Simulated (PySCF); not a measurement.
# How methods differ on the excitation energy of In

In [Kr] 4d10 5s2 5p1 (2P) → In [Kr] 4d10 5s1 5p1 5d1 (high-spin determinant), as a difference of total energies. Calculation: PySCF 2.14, in x2c-QZVPPall with one added diffuse shell each of s, p, d, f type (14s10p8d5f1g, 128 functions); scalar relativity by spin-free X2C-1e. Correlated levels: valence: [Kr] 4d10 frozen; valence and next inner shell: [Ar] 3d10 frozen. The calculations carry no spin-orbit coupling.

```
                                method  excitation energy (cm⁻¹)
                                   UHF                     63040
                                   LDA                     77437
                                   PBE                     74068
                                  PBE0                     72686
                                r2SCAN                     73268
                         MP2 (valence)                     68673
                     SCS-MP2 (valence)                     70500
    MP2 (valence and next inner shell)                     76795
SCS-MP2 (valence and next inner shell)                     77201
```

The upper state lies above the first ionisation limit, but in LS coupling its spin forbids autoionisation to the ground ion; at this Z spin-orbit coupling breaks that rule.

The promoted electron is Rydberg-like, and one or two diffuse shells describe it only roughly, which tends to raise the upper state.

The determinant of the upper state mixes LS terms, which raises its energy above the lowest term, most at the Hartree-Fock and MP2 levels.
